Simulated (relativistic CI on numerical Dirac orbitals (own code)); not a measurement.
## Inner-shell lines of Au⁷²⁺

Calculated at this level of theory: Dirac-Coulomb-Breit CI, orbitals from a KLI potential per configuration, model QED (radiative potential, 1s self-energy scaled to tabulated hydrogen-like ionisation energies), unscaled Slater integrals (own radial code, finite nucleus).

CI space: 1s²2s²2p³, 1s2s²2p⁴, 1s2s²2p³3p, 1s²2s2p⁴, 1s2s2p⁵, 1s2s2p⁴3p. Levels of other configurations are missing.

The table holds the strongest lines. The upper levels have an inner-shell vacancy. Auger decay, open to those above the ionisation limit, is not computed, and radiative decays to configurations outside the model are missing too. Absolute energies can be off by a few tenths of a per cent, so close lines can change order. LS names give the leading component, which can be well under half, for lower levels too. Brackets number the levels in order of energy.

```csv
λ (Å),Upper,Lower,A (s⁻¹),gA (s⁻¹)
0.183678,1s2s2p⁵ ⁴P°5/2 [21],1s²2s2p⁴ ²D5/2 [10],1.02e+16,6.14e+16
0.183608,1s2s²2p⁴ ⁴P5/2 [14],1s²2s²2p³ ²D°5/2 [3],1.07e+16,6.40e+16
0.183562,1s2s2p⁵ ⁴P°5/2 [21],1s²2s2p⁴ ⁴P3/2 [9],1.22e+16,7.31e+16
0.183544,1s2s²2p⁴ ⁴P5/2 [14],1s²2s²2p³ ⁴S°3/2 [2],1.25e+16,7.51e+16
0.183512,1s2s²2p⁴ ²S1/2 [16],1s²2s²2p³ ²P°1/2 [4],2.36e+16,4.72e+16
0.183478,1s2s2p⁵ ⁴P°3/2 [27],1s²2s2p⁴ ⁴P1/2 [13],1.54e+16,6.18e+16
0.183469,1s2s²2p⁴ ²D5/2 [17],1s²2s²2p³ ²P°3/2 [8],1.57e+16,9.41e+16
0.183432,1s2s²2p⁴ ²P3/2 [15],1s²2s²2p³ ²D°5/2 [3],1.93e+16,7.71e+16
0.178567,1s2s2p⁵ ²P°3/2 [22],1s²2s2p⁴ ²S1/2 [6],1.08e+16,4.32e+16
0.178556,1s2s²2p⁴ ⁴P5/2 [14],1s²2s²2p³ ²P°3/2 [1],7.05e+15,4.23e+16
0.178489,1s2s2p⁵ ⁴P°5/2 [21],1s²2s2p⁴ ⁴P5/2 [5],1.99e+16,1.19e+17
0.178419,1s2s2p⁵ ²P°1/2 [23],1s²2s2p⁴ ²P3/2 [7],3.54e+16,7.08e+16
0.178415,1s2s2p⁵ ²P°1/2 [23],1s²2s2p⁴ ²S1/2 [6],1.33e+16,2.67e+16
0.17839,1s2s²2p⁴ ²P3/2 [15],1s²2s²2p³ ²P°3/2 [1],4.07e+16,1.63e+17
0.178376,1s2s²2p⁴ ²P1/2 [19],1s²2s²2p³ ²P°1/2 [4],1.40e+16,2.79e+16
0.178309,1s2s²2p⁴ ²S1/2 [16],1s²2s²2p³ ²P°3/2 [1],2.06e+16,4.12e+16
0.178302,1s2s²2p⁴ ²D5/2 [17],1s²2s²2p³ ²D°5/2 [3],1.96e+16,1.18e+17
0.178298,1s2s²2p⁴ ⁴P3/2 [18],1s²2s²2p³ ²D°5/2 [3],1.28e+16,5.10e+16
0.178265,1s2s2p⁵ ²P°3/2 [22],1s²2s2p⁴ ⁴P5/2 [5],2.97e+16,1.19e+17
0.178249,1s2s²2p⁴ ²D3/2 [20],1s²2s²2p³ ²P°1/2 [4],1.15e+16,4.59e+16
0.178245,1s2s2p⁵ ⁴P°3/2 [27],1s²2s2p⁴ ²D5/2 [10],3.11e+16,1.24e+17
0.178239,1s2s²2p⁴ ⁴P3/2 [18],1s²2s²2p³ ⁴S°3/2 [2],1.06e+16,4.25e+16
0.178208,1s2s2p⁵ ²P°3/2 [24],1s²2s2p⁴ ²P3/2 [7],1.95e+16,7.79e+16
0.17816,1s2s²2p⁴ ²P1/2 [19],1s²2s²2p³ ⁴S°3/2 [2],3.38e+16,6.76e+16
0.178137,1s2s2p⁵ ⁴P°1/2 [26],1s²2s2p⁴ ⁴P3/2 [9],3.58e+16,7.16e+16
0.178092,1s2s²2p⁴ ²D3/2 [20],1s²2s²2p³ ²D°5/2 [3],2.03e+16,8.11e+16
0.178033,1s2s²2p⁴ ²D3/2 [20],1s²2s²2p³ ⁴S°3/2 [2],1.16e+16,4.63e+16
0.178029,1s2s²2p⁴ ⁴P1/2 [25],1s²2s²2p³ ²P°3/2 [8],4.17e+16,8.35e+16
0.155704,1s2s2p⁴3p ⁴D°7/2 [51],1s²2s2p⁴ ⁴P5/2 [5],3.29e+15,2.63e+16
0.155449,1s2s²2p³3p ²F7/2 [40],1s²2s²2p³ ²D°5/2 [3],3.41e+15,2.73e+16
0.154505,1s2s2p⁴3p ⁴P°5/2 [84],1s²2s2p⁴ ⁴P5/2 [5],5.68e+15,3.41e+16
0.154414,1s2s²2p³3p ⁴P5/2 [35],1s²2s²2p³ ²P°3/2 [1],4.19e+15,2.52e+16
0.154223,1s2s²2p³3p ²D5/2 [70],1s²2s²2p³ ²D°5/2 [3],4.30e+15,2.58e+16
0.154203,1s2s²2p³3p ⁴P5/2 [69],1s²2s²2p³ ⁴S°3/2 [2],5.41e+15,3.25e+16
0.154142,1s2s²2p³3p ²F7/2 [74],1s²2s²2p³ ²D°5/2 [3],4.94e+15,3.95e+16
```
